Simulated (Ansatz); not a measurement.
Consider the substitution at a C–Si bond: `C=C[SiH2]S` + CH₃NH₂ → `C=CNC` + `[SiH3]S`.

Computed with Ansatz on PBE0-D4/def2-TZVP structures; ΔE is electronic, products minus reactants. CCSD(T)/CBS is the MP2 limit (def2-TZVPP, def2-QZVPP) plus CCSD(T) − MP2 in def2-TZVPP, frozen cores. Functionals use def2-TZVPP. B3LYP here is the variant with VWN-RPA as its local correlation; programs differ in this. HSE06 is defined as in plane-wave codes. Each species was taken in one conformer, which may not be the lowest.

`C=C[SiH2]S`:

Cartesian coordinates in Å:
```
C 0.373 -1.608 -0.595
C -0.155 -0.823 0.342
Si 0.321 0.960 0.513
S -1.360 2.265 0.280
H 1.117 -1.237 -1.295
H 0.092 -2.651 -0.704
H -0.901 -1.240 1.015
H 1.381 1.245 -0.491
H 0.811 1.281 1.877
H -1.679 1.807 -0.942
```

CH₃NH₂:

Cartesian coordinates in Å:
```
C 0.017 -0.413 0.389
N 0.150 0.434 -0.783
H -0.557 0.021 1.221
H 1.010 -0.668 0.767
H -0.466 -1.351 0.106
H 0.606 1.305 -0.544
H -0.760 0.673 -1.156
```

`C=CNC`:

```xyz
11

C    -0.707    0.619    1.760
C    -0.366   -0.156    0.729
N    -0.225    0.229   -0.584
C     0.692   -0.489   -1.434
H    -0.859    1.688    1.652
H    -0.865    0.186    2.737
H    -0.215   -1.222    0.880
H    -0.229    1.228   -0.724
H     1.750   -0.323   -1.186
H     0.492   -1.560   -1.357
H     0.533   -0.200   -2.474
```

`[SiH3]S`:

```xyz
6

Si    0.321    0.403   -0.116
S    -0.790   -0.929    1.134
H     1.338   -0.321   -0.919
H     0.988    1.336    0.823
H    -0.568    1.158   -1.036
H    -1.289   -1.648    0.114
```

```csv
level,ΔE (kJ/mol),difference from CCSD(T)/CBS
LDA (SPW92),10.6,-29.5
PBE-D4,24.4,-15.7
revPBE-D4,25.2,-14.9
BLYP-D4,26.5,-13.6
r2SCAN-D4,26.6,-13.5
B97M-V,30.4,-9.7
PBE0-D4,27.9,-12.2
B3LYP-D4,28.7,-11.4
r2SCANh-D4,27.7,-12.4
r2SCAN0-D4,29.0,-11.1
HSE06-D4,27.9,-12.2
BHLYP-D4,32.4,-7.7
CAM-B3LYP-D4,27.0,-13.1
ωB97X-V,30.0,-10.1
ωB97M-V,33.8,-6.3
B2PLYP,31.0,-9.1
revPBE,25.7,-14.4
BLYP,23.7,-16.4
r2SCAN,26.1,-14.0
PBE0,26.2,-13.9
r2SCANh,27.1,-13.0
r2SCAN0,28.4,-11.7
HSE06,26.2,-13.9
CAM-B3LYP,25.0,-15.1
RPA@PBE/def2-TZVPP,34.7,-5.4
HF/def2-SVP,20.9,-19.2
MP2/def2-SVP,20.2,-19.9
CCSD/def2-SVP,20.2,-19.9
CCSD(T)/def2-SVP,19.3,-20.8
HF/def2-TZVPP,32.7,-7.4
MP2/def2-TZVPP,38.2,-1.9
SCS-MP2/def2-TZVPP,37.5,-2.6
CCSD/def2-TZVPP,37.7,-2.4
CCSD(T)/def2-TZVPP,37.6,-2.5
HF/def2-QZVPP,32.9,-7.2
MP2/def2-QZVPP,39.7,-0.4
SCS-MP2/def2-QZVPP,39.1,-1.0
HF/CBS(def2),32.9,-7.2
MP2/CBS(def2),40.7,0.6
CCSD/CBS(def2),40.2,0.1
CCSD(T)/CBS,40.1,0
```

Question: What do rigid-rotor, harmonic-oscillator terms from PBE0-D4/def2-TZVP frequencies (298.15 K, 1 bar) make of the CCSD(T)/CBS value? (An estimate is asked.)

Answer: Ansatz gave: ΔZPE = -5.5 kJ/mol, ΔH = +33.7 kJ/mol, ΔS = -3 J/(mol·K), ΔG = +34.5 kJ/mol.

Largest T1 diagnostic among the species: 0.011.

From PBE to PBE0 (25 % exact exchange), in def2-TZVPP and without D4, ΔE moves by +3.5 kJ/mol. Leaving LDA and LC-ωPBE aside and taking each functional with its dispersion term where it has one, the values spread over 9.5 kJ/mol, from PBE-D4 to ωB97M-V. LDA lies −12.1 kJ/mol from PBE without D4. In def2-TZVPP, CCSD(T) changes the Hartree–Fock value by +4.9 kJ/mol (the triples alone add −0.1 kJ/mol) and MP2 by +5.5 kJ/mol.
